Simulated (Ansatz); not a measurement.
Relaxation of CH$_{6}$FNSiTe (11 atoms, charge 0, multiplicity 1), to a largest force component of 0.015 eV/Å in at most 40 steps.

Level of theory: RKS PBE-D4/def2-SVP (Ansatz 0.2.0).

```xyz
11
Properties=species:S:1:pos:R:3:forces:R:3
N -1.120 0.902 -0.030 -0.52 3.82 0.76
C -0.368 -0.180 -0.508 1.79 -0.47 1.27
Te 0.875 0.456 -2.132 1.14 0.78 -0.04
Si 0.781 -0.809 0.884 -2.73 -1.30 0.38
F -0.271 -1.373 2.129 1.20 0.75 -1.19
H -1.014 1.035 1.007 -0.30 -0.24 -0.69
H -0.696 1.811 -0.429 -1.12 -1.35 0.72
H -0.984 -0.980 -0.875 -0.61 -1.13 -0.76
H 1.614 1.698 -1.068 -0.49 -0.93 -0.76
H 1.536 -1.930 0.420 0.85 -1.16 -0.26
H 1.567 0.260 1.397 0.78 1.22 0.59
```

Q: Where does it end, and by what steps?

A: The forces met the threshold. After 15 steps the energy has fallen by 0.973 eV; H7 moved furthest, 1.17 Å.

```tsv
step	energy less start (eV)	largest force component (eV/Å)	accepted
0	0.0000	3.822	yes
1	-0.4643	1.392	yes
2	-0.5995	0.674	yes
3	-0.6645	0.276	yes
4	-0.7123	0.508	yes
5	-0.7617	0.858	yes
6	-0.8384	0.696	yes
7	-0.9314	0.362	yes
8	-0.9331	0.547	yes
9	-0.9150	0.496	no
10	-0.9663	0.122	yes
11	-0.9698	0.155	yes
12	-0.9723	0.036	yes
13	-0.9725	0.021	yes
14	-0.9727	0.018	yes
15	-0.9728	0.012	yes
```

```xyz
11
Properties=species:S:1:pos:R:3
N -1.197 0.960 0.129
C -0.375 -0.075 -0.334
Te 1.251 0.477 -1.955
Si 0.777 -0.929 0.892
F -0.068 -1.456 2.206
H -0.719 1.676 0.686
H -1.785 1.405 -0.583
H -0.948 -0.816 -0.926
H 1.816 1.708 -0.957
H 1.385 -2.125 0.233
H 1.779 0.064 1.404
```

The run took 34 s on 2 threads of Intel(R) Xeon(R) Platinum 8488C (Sapphire Rapids), on a shared host, peak memory 0.2 GiB.
